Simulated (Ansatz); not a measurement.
A made-up structure of SiH2Br (charge +1), closed shell:

```xyz
4
angstrom
Si -0.1527 0.0280 -0.0683
Br 1.7362 -0.3163 0.7790
H 2.8894 -0.6039 1.7104
H -0.3099 1.1328 -1.0278
```

It is relaxed with PBE-D4/def2-SVP and then PBE0-D4/def2-TZVP (Ansatz 0.2.0). Atoms count as bonded within 1.22 times the sum of their covalent radii (H–H: 0.88 Å). The end point is not checked to be a true minimum.

Question: Does its bonding change? (A judgement: the text doesn't fix the answer.)

Answer: Computed: No: no bond forms or breaks.

Where it ends: The first stage lowers the energy by 2.25 eV in 11 steps. It ends as SiH₂Br ([SiH][BrH]), total charge +1:
```
atom    x (Å)    y (Å)    z (Å)
 Si1  -0.3622  -0.0966  -0.2307
 Br2   1.5339  -0.9208   1.1425
  H3   2.4962   0.1369   0.9943
  H4   0.4951   1.1212  -0.5128
```

Labels in which every atom is bracketed show which atoms are joined, not bond orders.

For scale, one of the runs: PBE0-D4/def2-TZVP relaxation, 97 basis functions, launched by `ansatz run in.yaml --threads 2 --pin off --events-out ev --progress --plain --max-ram 4352MiB`. The run took about 4.6 s on 2 CPU threads of an Intel Xeon Platinum 8488C (shared host).
